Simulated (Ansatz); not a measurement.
Consider the formal exchange of groups at a Ge–C bond: `BO[C](=C)[GeH3]` + `C[SiH2]O` → `O[SiH2][CH2][GeH3]` + `BOC=C`.

Computed with Ansatz on PBE0-D4/def2-TZVP structures; ΔE is electronic, products minus reactants. CBS: MP2 limit from def2 TZ/QZ plus the TZ coupled-cluster correction, frozen cores. This one scheme is used for every species. DFT in def2-TZVPP. B3LYP here is the variant with VWN-RPA as its local correlation; programs differ in this. For Ge outer-core shells are correlated without core-valence functions, which leaves a few kJ/mol of doubt a bond. Scalar relativity is left out up to krypton. One conformer a species, not always the lowest.

| level | ΔE (kcal/mol) |
| --- | --- |
| r2SCAN-D4 | -2.2 |
| B3LYP-D4 | -2.4 |
| B3LYP | -2.7 |
| HF/def2-TZVPP | -4.5 |
| CCSD/def2-TZVPP | -3.0 |
| HF/def2-QZVPP | -4.5 |
| MP2/def2-QZVPP | -2.5 |
| SCS-MP2/def2-QZVPP | -2.7 |

Question: What does CCSD(T)/CBS give? (An estimate is asked.)

Answer: Ansatz gave: -2.5 kcal/mol. The listed levels differ from it by 0.3, 0.1, -0.2, -2.0, -0.5, -2.0, 0.0, -0.2 kcal/mol.

Largest T1 diagnostic among the species: 0.014.

In def2-TZVPP, CCSD(T) changes the Hartree–Fock value by +1.9 kcal/mol (the triples alone add +0.5 kcal/mol) and MP2 by +1.9 kcal/mol.
